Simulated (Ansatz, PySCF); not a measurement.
Species: InH, charge 0, multiplicity 1. 
Geometry from a B3LYP-D3(BJ)/def2-TZVP (Ansatz, an electronic-structure program) optimisation:
```
In
H 1 1.8626
```

Dipole moments at this geometry, in debye (magnitudes).

```csv
level,program,dipole (D)
HF/def2-TZVPD,PySCF,0.64
BLYP/def2-TZVPD,Ansatz,1.10
TPSS/def2-TZVPD,PySCF,0.98
B97M-V/def2-TZVPD,Ansatz,?
r2SCAN0/def2-TZVPD,Ansatz,0.88
PW6B95/def2-TZVPD,PySCF,1.02
MN15/def2-TZVPD,PySCF,1.04
HSE06/def2-TZVPD,Ansatz,0.91
CAM-B3LYP/def2-TZVPD,Ansatz,0.98
LC-wPBE/def2-TZVPD,Ansatz,0.78
wB97M-V/def2-TZVPD,Ansatz,0.90
wB97X-V/def2-TZVPD,Ansatz,0.87
CCSD(T)/def2-SVPD,Ansatz,?
```

### Question
Complete the blanks.

### Answer

- B97M-V/def2-TZVPD, dipole (D): 1.15
- CCSD(T)/def2-SVPD, dipole (D): 0.77
